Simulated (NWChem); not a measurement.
System: CrHSO₂Cl; SMILES [O]=[Cr]([OH])(=[S])[Cl]

Here is an NWChem input.

```
start job
memory heap 200 mb stack 900 mb global 1100 mb
geometry units angstroms noautosym nocenter noautoz
  Cr    -0.256018     0.138530    -0.014945
  O     -1.062373     0.211183     1.313208
  S      1.158941     1.559626    -0.031449
  Cl     0.675974    -1.785516    -0.133794
  O     -1.311413     0.386866    -1.376242
  H     -2.245738     0.148042    -1.192999
end
basis spherical
  * library 6-31g*
end
dft
  xc xcamb88 1.00 lyp 0.81 vwn_5 0.19 hfexch 1.00
  cam 0.33 cam_alpha 0.19 cam_beta 0.46
  iterations 150
end
property
  efieldgrad
end
task dft property
```

The geometry was optimised at PBE-D3(BJ)/def2-SVP.

Vzz is the largest principal value of the second derivative of the potential at the nucleus (NWChem prints the opposite sign); η is the asymmetry. Non-relativistic.

Atoms are numbered as in the input.

Predict the main results of this run. (CAM-B3LYP/6-31G* (spherical d).) Quantities: Vzz Cr1 (a.u.); η Cr1; Vzz O2 (a.u.); η O2; Vzz S3 (a.u.); η S3; Vzz Cl4 (a.u.); η Cl4.


```yaml
Vzz Cr1 (a.u.): -0.510
"η Cr1": 0.29
Vzz O2 (a.u.): -0.436
"η O2": 0.63
Vzz S3 (a.u.): -1.478
"η S3": 0.60
Vzz Cl4 (a.u.): 1.689
"η Cl4": 0.29
```
